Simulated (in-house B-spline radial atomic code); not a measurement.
Radial electron density of Br4+, [Ar] 3d10 4s2 4p1. Level of theory: scalar-relativistic (X2C) B97-1, spin-polarised, spherical fractional occupations, exact exchange averaged over the configuration, Fermi nucleus of rms radius 4.1629 fm; calculated with a B-spline radial code for spherical atoms.

One-electron X2C: radii and densities carry no picture-change correction, so inner-shell <1/r> comes out high (for 1s by about 2 % at Z = 33, 5 % at 54, 10 % at 75, 30 % at 118) and <r> low.

Columns: r (bohr), 4πr²n(r) (electrons per bohr), bar.

```
 0.00153    1.217 #
 0.00186    1.698 #
 0.00226    2.356 ##
 0.00276    3.278 ###
 0.00335    4.486 ####
 0.00408    6.123 #####
 0.00497    8.275 #######
 0.00605    11.03 #########
 0.00737     14.5 ############
 0.00897    18.69 ################
  0.0109     23.5 ####################
  0.0133    28.87 #########################
  0.0162    34.22 #############################
  0.0197    38.92 #################################
   0.024    42.28 ####################################
  0.0292    43.53 #####################################
  0.0355    42.44 ####################################
  0.0433    39.53 ##################################
  0.0527    36.46 ###############################
  0.0641    35.41 ##############################
   0.078    37.99 #################################
   0.095    43.84 ######################################
   0.116    49.85 ###########################################
   0.141    51.36 ############################################
   0.171    46.31 ########################################
   0.209    36.68 ###############################
   0.254    29.31 #########################
   0.309    28.54 ########################
   0.376    32.61 ############################
   0.458    34.95 ##############################
   0.558    30.85 ##########################
   0.679    21.78 ###################
   0.826    12.66 ###########
    1.01     6.73 ######
    1.22    4.223 ####
    1.49    2.963 ###
    1.82    1.868 ##
    2.21   0.8958 #
    2.69   0.2914 
    3.27  0.06139 
    3.99  0.00739 
    4.85 0.0004976 
    5.91 1.541e-05
```

On this grid the curve has 3 maxima, near 0.0292, 0.141, 0.458 bohr.

The 4s down radial function P(r) = rR(r), positive near the nucleus:

```tsv
r (bohr)	P
0.000571	0.01492
0.000847	0.02111
0.00125	0.02962
0.00186	0.04161
0.00276	0.05774
0.00408	0.07873
0.00605	0.1052
0.00897	0.1354
0.0133	0.1643
0.0197	0.1798
0.0292	0.1613
0.0433	0.08228
0.0641	-0.06723
0.095	-0.2394
0.141	-0.2905
0.209	-0.06581
0.309	0.3346
0.458	0.4538
0.679	-0.03413
1.01	-0.7342
1.49	-0.9128
2.21	-0.5088
3.27	-0.1153
4.85	-0.00736
```
